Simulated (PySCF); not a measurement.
## Dipole response of Sr²⁺ (strontium, charge +2)

[Kr], closed-shell 1S. Computed with PySCF 2.14 in ANO-RCC-VTZP, with the spin-free X2C one-electron Hamiltonian (Gaussian nucleus). Coupled (time-dependent) response in atomic units; α is the mean over directions. The basis has no added diffuse functions, which lowers α and C₆.

| method | mean α (bohr³) | C₆ (like pair) | S(−4) |
| --- | --- | --- | --- |
| UHF | 5.345 | 24.92 | 4.346 |
| PBE | 5.495 | 25.63 | 4.795 |
| PBE0 | 5.417 | 25.21 | 4.579 |
| r2SCAN0 | 5.340 | 25.10 | 4.286 |
| wB97M-V | 5.475 | 25.51 | 4.750 |

S(−4) is the Cauchy moment in α(ω) = α(0) + S(−4) ω² + …

α(iu) at wB97M-V:

| u (hartree) | α(iu) (bohr³) |
| --- | --- |
| 0 | 5.475 |
| 0.0500 | 5.463 |
| 0.100 | 5.428 |
| 0.200 | 5.292 |
| 0.300 | 5.082 |
| 0.500 | 4.520 |
| 0.750 | 3.742 |
| 1.00 | 3.039 |
| 1.50 | 2.016 |
| 2.00 | 1.393 |
| 3.00 | 0.7585 |
| 5.00 | 0.3223 |

A single London oscillator, α(iu) = α/(1 + u²/ω²), gives C₆ = (3/4) ω α². Matching the computed C₆ needs ω = 4 × 25.51 / (3 × 5.475²) = 1.13 hartree.

For an ion, C₆ is the dispersion term alone; charge-induced terms of lower order in 1/R come first.
